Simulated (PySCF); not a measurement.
Br⁺: ionisation energy

Br⁺ [Ar] 3d10 4s2 4p4 (3P) → Br²⁺ [Ar] 3d10 4s2 4p3 (4S), as a difference of total energies. Calculation: PySCF 2.14, in def2-TZVP; no relativity, point nucleus. Correlated levels: valence: [Ar] 3d10 frozen. The calculations carry no spin-orbit coupling.

```csv
method,ionisation energy (eV)
UHF,20.261
M06-2X,21.278
BP86,21.583
MP2 (valence),20.936
SCS-MP2 (valence),21.005
CCSD (valence),21.054
CCSD(T) (valence),21.078
```

**Question.** How much does correlation contribute at CCSD(T) (valence)?

**Answer.** 21.078 − (20.261) = 0.817 eV, measured against UHF.

These non-relativistic numbers lack the scalar-relativistic shift.

Errors of the correlated levels include the incompleteness of this basis and the frozen core.

For comparison: 21.409 eV (measured; NIST levels, between the centres of gravity of the two terms).
